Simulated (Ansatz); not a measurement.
CH₅BrOSi₂ (`C[Si]1(Br)O[SiH2]1`). Charge 0, multiplicity 1. Geometry: relaxed with PBE0-D4/def2-TZVP.

```xyz
10

C    -1.303   -1.140    0.262
Si    0.100   -0.197   -0.491
Br    0.383   -0.896   -2.578
O    -0.017    1.473   -0.365
Si    1.484    1.240    0.411
H    -2.215   -0.946   -0.308
H    -1.103   -2.212    0.241
H    -1.454   -0.821    1.295
H     1.488    1.657    1.836
H     2.636    1.842   -0.304
```

(1) What is the dipole moment at B3LYP/def2-TZVPP? (Estimate.)

(2) And with PBE, r2SCAN, ωB97M-V? (Estimate.)

(3) Give the Mulliken charges with B3LYP, PBE, r2SCAN in def2-TZVPP. (An estimate is asked.)

Answers

(1) Computed: 2.10 D, with components (-0.02, -0.98, 1.86) D in this frame, pointing from negative to positive charge.

(2) The calculation gave: PBE 1.95 D, r2SCAN 2.03 D, ωB97M-V 2.14 D.

(3) Ansatz gave: 
| atom | B3LYP | PBE | r2SCAN |
| --- | --- | --- | --- |
| C1 | -0.35 | -0.34 | -0.28 |
| Si2 | 0.46 | 0.40 | 0.47 |
| Br3 | -0.22 | -0.19 | -0.21 |
| O4 | -0.43 | -0.35 | -0.44 |
| Si5 | 0.31 | 0.24 | 0.33 |
| H6 | 0.11 | 0.12 | 0.09 |
| H7 | 0.11 | 0.12 | 0.09 |
| H8 | 0.11 | 0.12 | 0.08 |
| H9 | -0.06 | -0.06 | -0.07 |
| H10 | -0.05 | -0.04 | -0.06 |

B3LYP here is the variant with VWN-RPA as its local correlation; programs differ in this.
